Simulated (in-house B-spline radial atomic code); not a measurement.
**Binding energies in Cu XVII (Cu16+)**

NIST's tabulated ground configuration is [Ne] 3s2 3p1; each binding energy is the energy of the ion with one electron taken from that subshell, relaxed, less that of the parent. Method: Dirac-Hartree-Fock, average of configuration, Fermi nucleus of rms radius 3.8823 fm. Calculated with a B-spline radial code for spherical atoms. Energies include first-order Breit, QED and recoil terms.

```csv
subshell,X-ray name,binding energy (eV),-ε (eV),relaxation (eV)
1s,K,9599.3,9639.1,23.5
2s,L1,1694.6,1700.0,4.0
3s,M1,592,592.7,0.3
3p,"M2,3",552.3,552.8,0.3
```

Relaxation = -ε minus the binding energy without Breit, QED and recoil terms.

(1) What does it cost to remove both a 1s and a 3p electron?

(2) What does it cost to remove two 2s electrons?

(3) What does it cost to remove two 1s electrons?

## Answers

(1) 10211 eV, which is 59.65 eV more than the two single binding energies together.

(2) 3488.8 eV, which is 99.54 eV more than the two single binding energies together.

(3) 19656 eV, which is 457.5 eV more than the two single binding energies together.
